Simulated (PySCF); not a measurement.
**Does the structure fit the spectrum?**

A compound C6H12BNO gives the data below (simulated from a calculation) and was assigned the structure `C/C=C/N(C=O)B(C)C`.

13C{1H} NMR (computed): δ 170.6 (C), 142.3 (CH), 118.7 (CH), 113.1 (CH), 32.4 (CH3), 6.7 (CH3).

1H NMR (400 MHz, computed): δ 7.30 (m, 1H), 6.45 (m, 1H), 6.27 (m, 1H), 3.30 (br s, 1H), 2.79 (br, 1H), 2.30 (s, 3H), 2.27 (br s, 1H), 0.02 (d, 3H).

[PySCF 2.14.0 with density-fitted response routines: PBE0-D3(BJ)/def2-SVP structure; shieldings: GIAO PBE/pcSseg-1; one conformer; gas phase; rapidly exchanging positions averaged; relativity neglected]

Referencing at the same level of theory: 1H, 13C vs TMS.

Question: Compare with the shifts computed for the proposed structure, pairing carbons in order of shift.

Answer: Structure with atom numbers: `[CH3:1]/[CH:2]=[CH:3]/[N:4]([CH:5]=[O:6])[B:7]([CH3:8])[CH3:9]`; H(Xn) means a hydrogen on atom n.

```
atom  computed for proposal  given list  difference
  C5                  164.8       170.6        -5.8
  C3                  138.2       142.3        -4.1
  C2                  125.4       118.7        +6.7
  C1                   19.2       113.1       -93.9
  C8                   11.5        32.4       -20.9
  C9                   11.5         6.7        +4.8
```

The rms difference is 39.5 ppm and the largest -93.9 ppm at C1 (allylic methyl carbon). The proposal also would give 5 carbon signals, not 6. The carbon types in order of shift don't match either: CH, CH, CH, CH3, CH3, CH3 for the proposal against C, CH, CH, CH, CH3, CH3 in the data. The proposal doesn't fit.

Question: Which isomer fits?

Answer: `C[NH2+][B@H-](C)c1ccco1`.

1. δC 170.6: substituted aromatic carbon next to the ring oxygen.
2. δC 142.3: aromatic CH next to the ring oxygen.
3. δC 118.7, 113.1: aromatic CH.
4. δH 2.30: hydrogen on a methyl carbon bonded to N; its carbon carries N, an electronegative neighbour.

Other isomers checked: C/C=C\N(C=O)B(C)C (rms 41.2 ppm); C[O+](C)[B@H-](C#N)C1CC1 (rms 60.7 ppm).

The shifts were computed for this structure.

The OH or NH signal is concentration- and solvent-dependent in practice; the value given is the gas-phase one. Hydrogens on boron are broadened and split by 11B (spin 3/2, 80 %) and 10B (spin 3). A carbon bonded to boron is broadened by the quadrupolar boron nucleus and is often missing from a measured spectrum. Shifts are as computed. Against solution values, carbons near 30 ppm lie about +2 ppm off and those near 130 ppm about +2 ppm. Of 1309 compounds with measured shifts, 239 miss one by over three times the rms of a fit or turn the order of signals round; such compounds aren't used in these exercises. No couplings were computed; multiplicities are counted from neighbouring protons, with m where these are inequivalent, close in shift, in a saturated or five-membered ring or joined by F or P, and br s for small geminal =CH2 splittings.
